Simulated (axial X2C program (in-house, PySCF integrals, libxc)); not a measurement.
**Curves of PrOH⁺ from open-shell CI on f2 s1 d(πδ)0**

Calculated with an axial X2C code built on PySCF integrals: two-component X2C with atomic mean-field Coulomb and Gaunt terms, basis Pr dyall-v3z, O dyall-v3z, H dyall-v3z (cores contracted in-house). Orbitals come from Hartree–Fock averaged over the configuration Pr f2 s1 d(πδ)0; CI then distributes these electrons over the f, s, d(πδ) shells of Pr.

Scan along the Pr–O bond with OH moving as one mass, its bond held at 0.950 Å; masses Pr 140.908 u, O 15.995 u, H 1.008 u. Energies in cm⁻¹ from the lowest point; levels are followed by energy order within each Ω. Lowest level at 1.983 Å: 100% f2 d(πδ)1.

| R (Å) | (1)Ω=11/2 | (1)Ω=9/2 | (1)Ω=7/2 | (2)Ω=9/2 | (1)Ω=13/2 | (1)Ω=5/2 | (2)Ω=7/2 | (2)Ω=11/2 | (1)Ω=3/2 |
| --- | --- | --- | --- | --- | --- | --- | --- | --- | --- |
| 1.844 | 3883 | 4136 | 3778 | 4736 | 5369 | 4706 | 5219 | 5830 | 4985 |
| 1.914 | 1261 | 1936 | 1648 | 2087 | 2771 | 2469 | 2721 | 3331 | 2857 |
| 1.983 | 72 | 666 | 888 | 1449 | 1595 | 1586 | 1650 | 2080 | 2106 |
| 2.062 | 0 | 492 | 988 | 1959 | 1540 | 1629 | 2003 | 1936 | 2211 |
| 2.142 | 969 | 1373 | 1956 | 3240 | 2524 | 2592 | 3528 | 2843 | 3171 |
| 2.231 | 2910 | 3236 | 3851 | 5215 | 4482 | 4482 | 5743 | 4731 | 5050 |
| 2.340 | 6087 | 6341 | 6957 | 8359 | 7679 | 7574 | 8885 | 7862 | 8121 |

Fit the curves (1)Ω=11/2, (2)Ω=9/2, (1)Ω=13/2, (2)Ω=11/2 near their minima.

From the open-shell CI curves, Te from the lowest:

| level | Te (cm⁻¹) | Re (Å) | ωe (cm⁻¹) |
| --- | --- | --- | --- |
| (1)Ω=11/2 | 0 | 2.026 | 646.1 |
| (2)Ω=9/2 | 1559 | 1.984 | 684.6 |
| (1)Ω=13/2 | 1532 | 2.025 | 647.5 |
| (2)Ω=11/2 | 1962 | 2.031 | 647.0 |

Without dynamic correlation distances can be off by several hundredths of an Å (long for ionic bonds, short for multiple bonds) and the wavenumbers are rough.

The 9 lowest curves are shown; the next is (2)Ω=5/2, from 2304 cm⁻¹.

Dynamic correlation is missing, so gaps between terms are too wide and other configurations may lie lower; the lowest level listed is that of this model, not necessarily the ground state. The lowest levels belong to f2 d(πδ)1, not to the averaged configuration, so orbitals and distance suit them less well. At most 4 roots were kept for each Ω > 0 (twice that for Ω = 0) within 2.2 eV of the lowest, so higher up levels can be missing between those listed; levels with Ω > 0 are doubly degenerate and listed once, Ω = 0 levels singly. States that fill the shells left empty in the average are placed too high. The molecule was held linear; bending was not examined.
